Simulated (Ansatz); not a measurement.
## Which is lower?

The two ends of one reaction step of SiNH₇Cl₂O, closed shell (PBE0-D4/def2-TZVP).

A:

Si1  (-1.146, -0.726, 0.139)
Cl2  (0.786, -1.870, 0.631)
H3  (-0.975, -1.092, -1.273)
H4  (-1.830, -1.464, 1.209)
Cl5  (-2.854, 0.593, -0.267)
H6  (0.608, 0.931, 0.024)
N7  (-0.174, 0.788, 0.698)
H8  (1.988, -0.414, -0.664)
O9  (2.026, 0.519, -0.939)
H10  (-0.777, 1.606, 0.736)
H11  (0.257, 0.611, 1.603)
H12  (2.090, 0.518, -1.897)
(Å)

B:

```
12
angstrom
Si -1.4538 -0.3893 0.0999
Cl 1.5744 -1.9559 0.5753
H -0.9804 -0.9456 -1.1837
H -1.7544 -1.4530 1.0797
Cl -3.2020 0.6187 -0.3204
H 1.1031 0.8775 -0.4824
N -0.3516 0.8130 0.7089
H 1.8880 -0.8843 -0.1671
O 1.9429 0.5622 -0.8890
H -0.7771 1.7060 0.9198
H 0.2072 0.5110 1.4983
H 1.8035 0.5397 -1.8393
```

Computed with Ansatz 0.2.0 (basis: def2-TZVPP); correlated methods freeze the cores. B3LYP uses VWN-RPA correlation.

Problem. Which structure is lower at CCSD(T), and by how much? (An estimate is asked for; the value comes from the calculation.)

Solution. Computed: A, by 7.76 kcal/mol (electronic energy, against the other). By their contacts, A is a complex of SiNH₅Cl₂ ([NH3][SiH2]([Cl])[Cl]) + H₂O and B is a complex of SiNH₄Cl ([NH2][SiH2][Cl]) + HCl + H₂O.

All methods give the same order:

```csv
method,E(B) − E(A) (kcal/mol)
SPW92,11.61
PBE-D4,9.13
BLYP-D4,6.46
r2SCAN-D4,8.93
B97M-V,8.34
PBE0-D4,10.12
B3LYP-D4,7.39
r2SCAN0-D4,9.88
BHLYP-D4,8.41
CAM-B3LYP-D4,7.42
wB97X-V,8.82
wB97M-V,9.55
B2PLYP,7.31
PBE-QIDH,10.18
RPA on PBE,6.56
HF,6.22
MP2,8.47
CCSD,7.50
CCSD(T),7.76
```

No T1 diagnostic of these runs exceeds 0.009.

Labels in which every atom is bracketed show which atoms are joined, not bond orders.

For scale, one of the runs: CCSD(T)/def2-TZVPP, 286 basis functions, launched by `ansatz run in.yaml --threads 8 --pin off --events-out ev --progress --plain --max-ram 19148MiB`. The run took 3.1 min on 8 CPU threads of an Arm Neoverse V1 (shared host), with 8.3 GiB of host memory at its peak.
